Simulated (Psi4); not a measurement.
Torsional profile of SMILES Bc1cccc(C=C)c1. Scanned: dihedral C5–C6–C7–C8; all other coordinates were relaxed at GFN2-xTB. Points at φ and −φ are mirror images.

Geometry of the scan point at -20° (Å):
```
18

B      2.9194    -0.4540    -1.1701
C      1.6503    -0.0120    -0.4087
C      1.6954     0.9817     0.5803
C      0.5549     1.3789     1.2526
C     -0.6645     0.7920     0.9670
C     -0.7577    -0.2090    -0.0015
C     -2.0209    -0.8609    -0.3357
C     -3.1075    -0.8930     0.4248
C      0.4008    -0.5822    -0.6780
H      2.8514    -1.2803    -1.9951
H      3.9521     0.0369    -0.9238
H      2.6418     1.4479     0.8133
H      0.6119     2.1548     2.0032
H     -1.5513     1.1210     1.4875
H     -2.0232    -1.3842    -1.2843
H     -3.9991    -1.4079     0.1100
H     -3.1535    -0.4184     1.3904
H      0.3343    -1.3502    -1.4365
```

Calculation: PBE-D3(BJ)/def2-SVP // GFN2-xTB (Psi4 1.11).

Scanned values (°): -160, -140, -120, -100, -80, -60, -40, -20, 0, 20, 40, 60, 80, 100, 120, 140, 160, 180.

**Question.** Describe the profile: where are the wells and the tops?

**Answer.** Lower than their neighbours: 0° (0.0 kJ/mol), 180° (0.7 kJ/mol). Higher than their neighbours: -80° (20.8 kJ/mol), 80° (20.8 kJ/mol). The whole profile spans 20.8 kJ/mol.
